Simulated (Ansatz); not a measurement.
Species: ZnS, charge 0, multiplicity 1. 
Coordinates optimised at B3LYP-D3(BJ)/def2-TZVP (Ansatz, a program for electronic structure):
```xyz
2

Zn     0.0000     0.0000    -0.7229
S      0.0000     0.0000     1.3554
```
Charge 0, spin multiplicity 1.

Parts of the frozen-core correlation energy in STO-3G (Ansatz, hartree). Frozen orbitals: 14; correlated occupied orbitals by spin: 9 and 9; virtual: 4 and 4. No spin-orbit coupling. Non-relativistic. The restricted reference is unstable. The program attaches cautions to this run: other roots.

```csv
term,value
reference (HF),-2150.48713
MP2 opposite-spin,___
MP2 same-spin,-0.02587
CCSD correlation,___
(T),___
FCI minus CCSD(T),-0.00331
T1 diagnostic,0.034
largest doubles amplitude,0.687
```

Q: Some entries are withheld; supply them.

A: 
- MP2 opposite-spin, value: -0.08202
- CCSD correlation, value: -0.17689
- (T), value: -0.01288
